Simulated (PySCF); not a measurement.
Start geometry of `ClC(Cl)(Cl)Br` from GFN2-xTB (Å):
```
atom  x, y, z in Å
Cl1   -0.8667    1.5081   -0.1947
C2    -0.0470   -0.0107   -0.0016
Cl3   -0.5932   -1.1483   -1.2504
Cl4   -0.3464   -0.6673    1.6002
Br5    1.8869    0.2842   -0.1914
```

Question: What comes out of this run: PBE0-D3(BJ)/def2-SVP geometry optimisation, gas phase (PySCF 2.14.0)?

Answer: 
```
atom  x, y, z in Å
Cl1   -0.408    1.654   -0.490
C2     0.038    0.022    0.013
Cl3    0.146   -0.051    1.775
Cl4    1.595   -0.417   -0.697
Br5   -1.320   -1.232   -0.598
```

The energy falls by 0.30 kcal/mol over 6 energy and gradient evaluations, the largest force component goes from 0.0097 to 3.1e-04 Eh/bohr, and the atoms move by 0.016 Å rms after alignment. The bond that changes most is Cl1–C2 (chlorine of a CCl3 group to CCl3 carbon), which lengthens by 0.029 Å. Bonds longer at the end by more than 0.005 Å: 2 of 4; shorter: 2. Rotational constants go from 1742, 1163, 1152 to 1732, 1157, 1157 MHz. The orientation of the end geometry is arbitrary; only internal coordinates are fixed.

The run used 100 basis functions and 41 SCF cycles in all. Hardware: one thread of an Arm Neoverse V1 (shared host). Cost: 25 s of wall time, 0.43 GiB resident at most.

No PBE0-D3(BJ)/def2-SVP frequencies stand behind this structure, so it isn't proved a minimum.
